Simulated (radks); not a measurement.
Spherical quantum dot in the effective-mass picture: electrons in a well V = -V0 / (1 + exp((r - R)/a)) with V0 = 4.68, R = 9.8, a = 1.1, all in effective atomic units (hartree* = m*/eps^2 hartree, bohr* = eps/m* bohr), one dielectric constant everywhere. Calculated with a radial shooting solver with Libxc functionals: non-relativistic Kohn-Sham, LDA (Slater exchange, Perdew-Wang correlation), spin-polarised, spherical densities. Levels are named by radial order and angular momentum (1s, 1p, 1d, 2s, ...), and open shells are averaged over m.

N = 3, configuration 1s2 1p(up 1, down 0). This is the lowest configuration that the search found. Occupied and some empty levels:

level    occupation  eigenvalue (hartree*)  <r> (bohr*)
1s up             1                -4.1131        4.271
1s down           1                -4.0977        4.257
1p up             1                -4.0428        4.813
1p down           0                -4.0269        4.824
1d up             0                -3.9443        5.224
1d down           0                -3.9288        5.244
2s up             0                -3.8593        4.099
2s down           0                -3.8493        4.104
1f up             0                -3.8240        5.563
1f down           0                -3.8094        5.585

Energy (hartree*): total -13.0405, kinetic 0.27587, external -13.825, Hartree 0.90683, exchange-correlation -0.39824.

Electron density:

r (bohr*)  n(r) (e/bohr*^3)
0.654              0.003491
1.36               0.003730
2.06               0.004045
2.76               0.004276
3.46               0.004221
4.16               0.003717
4.87               0.002786
5.57               0.001693
6.27              0.0007912
6.97              0.0002685
7.67             0.00006221
8.38              9.272e-06
9.08              8.478e-07
